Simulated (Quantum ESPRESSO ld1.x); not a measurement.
Results of a calculation; reference values are marked as such.
Problem. Au XLIV, 36 electrons, occupied as [Kr]. Level of theory: non-relativistic Kohn-Sham, LDA (Slater exchange, VWN5 correlation), spin-unpolarised, spherical densities, point nucleus; relativity is left out, which matters for an element this heavy (ld1.x of Quantum ESPRESSO 7.5). Some entries of the table are withheld. Estimate them.

orbital  occ.  eigenvalue (eV)  <1/r> (bohr^-1)
1s          2         -75083.0              (1)
2s          2         -14246.9            18.47
2p          6         -13783.4            18.51
3s          2         -4824.55            7.277
3p          6              (2)            7.232
3d         10         -4220.58            7.151
4s          2         -2300.03              (3)
4p          6         -2205.98            3.595

Solution. 
(1) 1s <1/r> (bohr^-1): 78.40
(2) 3p eigenvalue (eV): -4611.61
(3) 4s <1/r> (bohr^-1): 3.643
